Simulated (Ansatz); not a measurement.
This geometry of CH₅S₂Si (9 atoms, charge 1, multiplicity 1) is a first-order saddle point.

All numbers below come from RKS BHLYP-D4/6-31G* (Ansatz).

```xyz
9
Properties=species:S:1:pos:R:3
C 1.161 2.010 0.733
Si 0.430 0.844 -0.229
S -0.406 -0.914 0.824
S -1.156 -1.985 -0.797
H 1.246 1.954 1.806
H 1.586 2.886 0.268
H 0.196 0.686 -1.662
H -2.398 -2.271 -0.380
H -0.659 -3.209 -0.563
```

(1) Which two structures does it join? (They come from a converged band through this point; their orientation in space is the band's.)

(2) How far does it lie above each of them?

Answers

(1) No bond is made or broken. The dihedral H7–Si2–S3–S4 goes from -74 to 73°. The two ends are copies of one structure, up to a mirror image or an exchange of like atoms.

Image 0:

```xyz
9
Properties=species:S:1:pos:R:3
C 0.375 2.079 0.532
Si 0.844 0.769 -0.440
S 0.607 -1.156 0.515
S -1.079 -1.991 -0.499
H -0.054 1.944 1.511
H 0.547 3.101 0.230
H 1.394 0.709 -1.788
H -1.933 -2.180 0.518
H -0.701 -3.275 -0.580
```

Image 8:

```xyz
9
Properties=species:S:1:pos:R:3
C 1.135 1.760 0.616
Si 0.064 1.101 -0.523
S -1.315 -0.334 0.316
S -0.606 -2.199 -0.453
H 1.158 1.432 1.643
H 1.794 2.578 0.368
H -0.112 1.351 -1.948
H -1.770 -2.819 -0.698
H -0.348 -2.871 0.679
```

(2) 3.7 kcal/mol above the first and 3.7 kcal/mol above the second. This is the barrier of this one path; another mechanism may lie lower.

The run took 12 min on 1 thread of Intel(R) Xeon(R) Processor @ 2.50GHz (Skylake/Cascade Lake), on a shared host, peak memory 0.18 GiB.
